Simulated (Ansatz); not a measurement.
F3Y, SMILES [F][Y-]([F])[F] (connectivity only; charge and spin as stated), charge -1, multiplicity 2. Atoms are numbered in the order given.

```xyz
4

Y      0.0003     0.0000     0.0000
F      2.0638     0.0000     0.0000
F     -1.0320     1.7865     0.0000
F     -1.0320    -1.7865     0.0000
```
Charge -1, spin multiplicity 2.

Coordinates come from a PBE0-D3(BJ)/def2-SVPD optimisation. The spin state was assumed, not searched. The def2 effective core potentials stand for the cores of Y; spin–orbit coupling is left out.

Two levels are set side by side: PBE-D3(BJ)/def2-SVPD (Ansatz, a program for electronic structure) and PBE0-D3(BJ)/def2-SVPD (Ansatz). Each level has its own optimised geometry; the coordinates shown are those of the second. Differences are taken from unrounded values.

```tsv
quantity	PBE0-D3(BJ)	PBE-D3(BJ)	PBE-D3(BJ) minus PBE0-D3(BJ)
mean bond length (Å)	2.063	2.073	0.010
bond Y1–F2 (Å)	2.063	2.073	0.010
bond Y1–F3 (Å)	2.063	2.073	0.010
bond Y1–F4 (Å)	2.063	2.073	0.010
```

Exact exchange shortens and stiffens bonds; PBE has none. Differences between two approximate levels are no errors against the true value.
